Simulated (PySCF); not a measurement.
CdH4OSi, SMILES [OH][Cd][SiH3].

Geometry: B3LYP-D3(BJ)/def2-TZVP. The def2 effective core potentials stand for the cores of Cd; spin–orbit coupling is left out. One conformer was computed; it need not be the lowest.

Computed with PySCF with CAM-B3LYP/def2-TZVPD.

Symmetry labels are those of the subgroup Cs that the program uses (full group Cs).

Q: List the valence orbital energies around the gap with their symmetry. (An estimate is asked for; the answer gives what the named calculation found.)

A: 
| orbital | symmetry | energy (eV) |
|---|---|---|
| HOMO−7 | A" | -16.56 |
| HOMO−6 | A' | -16.27 |
| HOMO−5 | A' | -13.09 |
| HOMO−4 | A" | -11.38 |
| HOMO−3 | A' | -11.38 |
| HOMO−2 | A' | -10.27 |
| HOMO−1 | A" | -9.24 |
| HOMO | A' | -9.00 |
| LUMO | A' | -0.26 |
| LUMO+1 | A' | -0.05 |
| LUMO+2 | A" | 0.00 |
| LUMO+3 | A' | 1.19 |
